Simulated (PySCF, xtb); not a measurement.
SnFCl, SMILES [F][Sn][Cl] (connectivity only; charge and spin as stated), neutral, multiplicity 1.

Harmonic wavenumbers (cm⁻¹) from GFN2-xTB (xtb) at its own minimum, in rising order: 117, 325, 393.

Question: What does PBE0-D3(BJ)/def2-TZVP in PySCF give at its own minimum? (An estimate is asked for; the answer gives what the named calculation found.)

Answer: 157, 353, 594. Paired by order, the mean absolute difference is 89 cm⁻¹ and the zero-point energies are 1.2 and 1.6 kcal/mol.
